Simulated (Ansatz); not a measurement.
A set of 12 reactions (ligand exchange), with CCSD(T)/CBS values in kJ/mol:

| reaction | ΔE |
| --- | --- |
| `C[SiH](Cl)OC=S` + `BN` → `BN[SiH](C)Cl` + `OC=S` | 42.8 |
| `C[Si](F)(F)[SnH3]` + `C[SiH2]N` → `C[SiH2][NH][SnH3]` + `C[SiH](F)F` | 2.2 |
| `C=C([SiH3])[SiH2]O` + `[OH][Ge][F]` → `[F][Ge][O][SiH3]` + `C=C[SiH2]O` | -91.5 |
| `O[SiH2]CBr` + `BN` → `BN[SiH2]O` + `CBr` | -57.2 |
| `O[SiH2][Se][SiH3]` + `CC(N)N` → `CC(N)N[SiH3]` + `O[SiH2][SeH]` | 23.3 |
| `O[SiH](F)[SiH2]S` + H–F → `O[SiH](F)F` + `[SiH3]S` | -168.7 |
| `[SiH3]CSCS` + `[NH2][SnH2][OH]` → `[OH][SnH2][NH][SiH3]` + `CSCS` | -78.2 |
| `BS[SiH2][SiH2][SiH3]` + `BNC` → `BN(C)[SiH2][SiH3]` + `BS[SiH3]` | -21.1 |
| `B[Si](C)(F)Cl` + `NC[TeH]` → `BNC[TeH]` + `C[SiH](F)Cl` | -186.1 |
| `N[SiH2]S` + `BNC` → `BN(C)[SiH2]N` + H₂S | 14.7 |
| `[AlH2]/[N]=C\[SiH3]` + `O[SiH2][AlH2]` → `[AlH2][SiH2]O[SiH3]` + `C=[N][AlH2]` | -114.9 |
| `B[Si](C)(F)[SiH3]` + `BO` → `BOB` + `C[SiH](F)[SiH3]` | -131.3 |

Gas-phase electronic energies from Ansatz, PBE0-D4/def2-TZVP geometries. CCSD(T)/CBS adds triple-zeta CCSD(T) − MP2 to the extrapolated MP2 energy (def2 sets, frozen cores). This one scheme is used for every species. Functionals use def2-TZVPP. B3LYP here is the variant with VWN-RPA as its local correlation; programs differ in this. def2 core potentials past Kr. For Br, Ge, Se, Sn, Te outer-core shells are correlated without core-valence functions, which leaves a few kJ/mol of doubt a bond. Scalar relativity is left out up to krypton. Each species was taken in one conformer, which may not be the lowest.

Give the mean, mean absolute and largest difference (level minus CCSD(T)/CBS, kJ/mol) for: PBE-D4, PBE0-D4, B3LYP-D4, ωB97X-V, PBE, r2SCAN, PBE0, B3LYP, CCSD/def2-TZVPP, CCSD(T)/def2-TZVPP, HF/def2-QZVPP, MP2/def2-QZVPP, SCS-MP2/def2-QZVPP, MP2/CBS(def2). (An estimate is asked.)

The calculation gave: 
```tsv
level	mean	mean absolute	largest
PBE-D4	12.8	13.4	27.5
PBE0-D4	8.6	9.0	17.7
B3LYP-D4	0.8	2.7	8.8
ωB97X-V	0.7	1.7	5.1
PBE	12.0	12.5	24.2
r2SCAN	3.1	3.7	11.4
PBE0	7.8	8.2	19.2
B3LYP	-0.5	5.1	12.9
CCSD/def2-TZVPP	-3.4	3.6	-9.7
CCSD(T)/def2-TZVPP	-1.8	1.9	-4.7
HF/def2-QZVPP	-14.3	16.6	-43.1
MP2/def2-QZVPP	-3.4	3.7	-8.5
SCS-MP2/def2-QZVPP	-5.9	6.2	-12.8
MP2/CBS(def2)	-2.3	3.2	-7.4
```

The largest T1 diagnostic in the set is 0.018, for `OC=S` (customary mark 0.02).

CCSD(T)/CBS is a level of theory with its own doubt, and the functionals carry their triple-zeta basis error, so these figures describe this set and don't rank the functionals.
